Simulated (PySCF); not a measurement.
## Excitation energy of V(2+) by level of theory

V(2+) [Ar] 3d3 (4F) → V(2+) [Ar] 3d2 4p1 (high-spin determinant), as a difference of total energies. Computed with PySCF 2.14 in aug-cc-pVTZ-DK (8s7p5d3f2g, 93 functions), with the spin-free X2C one-electron Hamiltonian (Gaussian nucleus). Correlated levels: valence: [Ar] frozen. The calculations carry no spin-orbit coupling.

| method | excitation energy (eV) |
| --- | --- |
| UHF | 10.173 |
| LDA | 10.747 |
| PBE | 10.558 |
| PBE0 | 10.643 |
| r2SCAN | 10.824 |
| M06-L | 11.226 |
| r2SCANh | 10.830 |
| B2PLYP | 10.537 |
| M06 | 11.125 |
| MP2 (valence) | 10.414 |
| SCS-MP2 (valence) | 10.254 |

Problem. How much does correlation contribute at MP2 (valence)?

Solution. 10.414 − (10.173) = 0.241 eV, measured against UHF.

A first-order spin-orbit estimate (lowest level to lowest level, LS coupling) adds -0.030 eV.

The determinant of the upper state mixes LS terms, which raises its energy above the lowest term, most at the Hartree-Fock and MP2 levels.
